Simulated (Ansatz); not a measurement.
The cluster Ru₄. Charge 0, multiplicity 3. Geometry PBE0-D4/def2-SVP; atoms count from 1.

```xyz
4

Ru    0.784   -0.845   -0.904
Ru    1.118    1.000    0.607
Ru   -0.830   -1.073    0.686
Ru   -1.073    0.918   -0.390
```

In the def2 sets Ru takes a core potential; there is no spin–orbit coupling. The charge 0 triplet is spin-contaminated (final ⟨S²⟩ up to 4.26, 2.00 for a pure state). At PBE0-D4/def2-TZVP a broken-symmetry singlet of charge 0 lies 0.20 eV below the triplet, each at its own geometry. The structure comes from a short search, and lower isomers may exist.

(1) Estimate the Mulliken populations from the PBE0/def2-TZVP orbitals of Ansatz.

(2) Where does the spin sit?

(3) And the Mayer bond orders between heavy atoms (over 0.3)?

Results:

(1) 
```tsv
atom	charge (e)	spin (α − β)	d electrons
Ru1	-0.04	0.98	7.14
Ru2	0.02	-2.10	7.08
Ru3	0.06	2.14	6.99
Ru4	-0.04	0.98	7.14
```
Mulliken values depend strongly on the basis.

(2) Summed by element: Ru 2.00, of 2 unpaired in all. Largest on single atoms: Ru3 2.14, Ru2 -2.10, Ru4 0.98.

(3) Ru1–Ru2 1.17 (2.41 Å); Ru1–Ru3 1.73 (2.28 Å); Ru1–Ru4 0.98 (2.61 Å); Ru2–Ru3 0.45 (2.85 Å); Ru2–Ru4 1.17 (2.41 Å); Ru3–Ru4 1.74 (2.28 Å).
